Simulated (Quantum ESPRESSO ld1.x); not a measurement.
Charge is removed step by step from the 3s level of the phosphorus ion P2+, starting from [Ne] 3s2 3p1. Method: scalar-relativistic Kohn-Sham, relativistic LDA (MacDonald-Vosko exchange, VWN5 correlation), spin-unpolarised, spherical densities, point nucleus; computed with ld1.x of Quantum ESPRESSO 7.5.

| removed (e) | E - E(0) (eV) | eigenvalue (eV) | E minus straight line (eV) |
|---|---|---|---|
| 0 | 0.000 | -33.999 | 0.000 |
| 0.1 | 3.460 | -35.195 | -0.550 |
| 0.2 | 7.039 | -36.400 | -0.979 |
| 0.3 | 10.739 | -37.612 | -1.288 |
| 0.4 | 14.562 | -38.833 | -1.475 |
| 0.5 | 18.506 | -40.061 | -1.539 |
| 0.6 | 22.574 | -41.297 | -1.481 |
| 0.7 | 26.765 | -42.540 | -1.298 |
| 0.8 | 31.082 | -43.789 | -0.991 |
| 0.9 | 35.523 | -45.045 | -0.558 |
| 1 | 40.090 | -46.307 | 0.000 |

Removing the whole electron costs 40.090 eV by Delta-SCF, against 33.999 eV from minus the eigenvalue at the starting occupation. Slater's transition state (half an electron removed) gives 40.061 eV. Integrating minus the eigenvalue over the occupation (Janak's theorem) gives 40.092 eV. In this scalar-relativistic scheme the density is built from large components alone, so the theorem holds only approximately. The mean slope of the eigenvalue, de/dn, is 12.3 eV per electron.
